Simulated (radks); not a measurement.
Results of a calculation; reference values are marked as such.
The thulium ion Tm3+, configuration [Xe] 4f12.

Level of theory: scalar-relativistic Kohn-Sham, BP86, spin-polarised, spherical densities, finite nucleus; open shells are filled with parallel spins first (spin-orbit coupling, left out, can overturn this in heavy ions); Fermi nuclear charge, rms radius 5.2256 fm (a radial shooting solver on a logarithmic mesh with Libxc functionals).

Energy parts (Ry):
part                       energy
total                 -27132.3379
kinetic                29484.9811
electron-nucleus      -66518.8668
Hartree                10473.3574
exchange-correlation    -571.8097

Orbitals (lengths in bohr, moments of r in powers of bohr; <r^-3> diverges for s and p1/2; r(max) is where P^2 peaks):
| orbital | occ. | eigenvalue (Ry) | <r^2> | <r^-3> | r(max) | <r> |
|---|---|---|---|---|---|---|
| 1s up | 1 | -4359.688 | 0.0005485 | - | 0.01261 | 0.02001 |
| 1s down | 1 | -4359.688 | 0.0005485 | - | 0.01261 | 0.02001 |
| 2s up | 1 | -737.6210 | 0.008515 | - | 0.07189 | 0.08488 |
| 2s down | 1 | -737.6192 | 0.008515 | - | 0.07189 | 0.08488 |
| 2p up | 3 | -651.6639 | 0.006944 | 15130 | 0.05854 | 0.07541 |
| 2p down | 3 | -651.6626 | 0.006944 | 15130 | 0.05854 | 0.07541 |
| 3s up | 1 | -167.7676 | 0.05581 | - | 0.2033 | 0.2210 |
| 3s down | 1 | -167.7013 | 0.05579 | - | 0.2032 | 0.2209 |
| 3p up | 3 | -141.7284 | 0.05626 | 3279 | 0.2002 | 0.2203 |
| 3p down | 3 | -141.6622 | 0.05623 | 3281 | 0.2001 | 0.2203 |
| 3d up | 5 | -109.5351 | 0.04688 | 433.1 | 0.1633 | 0.1999 |
| 3d down | 5 | -109.4845 | 0.04685 | 433.4 | 0.1633 | 0.1998 |
| 4s up | 1 | -35.10214 | 0.2794 | - | 0.4642 | 0.4974 |
| 4s down | 1 | -34.96582 | 0.2794 | - | 0.4642 | 0.4975 |
| 4p up | 3 | -26.53472 | 0.3169 | 744.2 | 0.4854 | 0.5278 |
| 4p down | 3 | -26.40098 | 0.3171 | 743.5 | 0.4854 | 0.5279 |
| 4d up | 5 | -15.14804 | 0.3770 | 82.83 | 0.5007 | 0.5700 |
| 4d down | 5 | -15.01722 | 0.3776 | 82.70 | 0.5007 | 0.5703 |
| 4f up | 7 | -2.68919 | 0.7209 | 12.19 | 0.4922 | 0.7444 |
| 4f down | 5 | -2.57224 | 0.7429 | 12.05 | 0.4930 | 0.7534 |
| 5s up | 1 | -6.20065 | 1.631 | - | 1.080 | 1.205 |
| 5s down | 1 | -6.14023 | 1.644 | - | 1.083 | 1.210 |
| 5p up | 3 | -4.16291 | 2.238 | 99.69 | 1.229 | 1.406 |
| 5p down | 3 | -4.11955 | 2.261 | 98.03 | 1.234 | 1.414 |

The highest occupied level is 4f down at -34.997 eV. The density falls to 0.001 e/bohr^3 at r = 3.09 bohr. The spin density at the nucleus is 0.464 e/bohr^3 (1s 0.005, 2s -0.505, 3s -6.920, 4s 1.883, 5s 6.001). For comparison, the ionisation energy in NIST's Atomic Spectra Database is 42.41 eV (semi-empirical). In exact Kohn-Sham theory the highest level is minus the ionisation energy, but local and semilocal functionals leave it too shallow, through self-interaction and a potential that decays too fast; potentials with the right tail come closer. Summed over all electrons, <r^2> = 32.75 bohr^2, which gives a Langevin (diamagnetic) susceptibility term of -25.9 x 10^-6 cm^3/mol. The electron density at the nucleus is 1.003e+06 e/bohr^3 (large components only). Spin moment in Bohr magnetons: 2.
